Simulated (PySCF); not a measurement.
Theory: PySCF 2.14.0, delta-SCF UKS SCAN, pcX-2 on the ionised atom, pcseg-1 elsewhere, spin-free X2C. Geometries: PBE0-D3(BJ)/def2-SVP; isolated species, one conformer each. Values against the vacuum level.

Question: Rank by computed C 1s binding energy, lowest first.
A. C9 in `[CH2:1]=[CH:2][C@@H:3]1[BH:4][CH2:5][C@@H:6]([F:7])[C@@H:8]1[CH3:9]`
B. C4 in `[F:1]/[CH:2]=[CH:3]/[C@@H:4]1[CH2:5][BH:6][CH2:7][CH2:8][CH2:9]1`
C. C6 in `[BH2:1][C@@H:2]1[CH2:3][CH2:4][CH:5]=[CH:6][C@@:7]1([CH3:8])[F:9]`
D. C6 in `[CH2:1]=[CH:2][C@@H:3]1[BH:4][CH2:5][C@@H:6]([F:7])[C@H:8]1[CH3:9]`

Answer: C (290.10 eV), A (290.46 eV), B (290.77 eV), D (292.59 eV).

From the lowest up, the atoms are bonded to: C (double bond), C and H (290.10); C and 3 H (290.46); 3 C and H (290.77); F, 2 C and H (292.59).

Question: Rank by computed F 1s binding energy, lowest first.
A. Fluorine in `F/C=C/[C@@H]1CBCCC1`
B. Fluorine in `B[C@@H]1CCC=C[C@@]1(C)F`
C. Fluorine in `C=C[C@@H]1BC[C@@H](F)[C@H]1C`

Answer: B (691.53 eV), C (691.91 eV), A (692.76 eV).

From the lowest up, the atoms are bonded to: C (691.53); C (691.91); C (692.76).
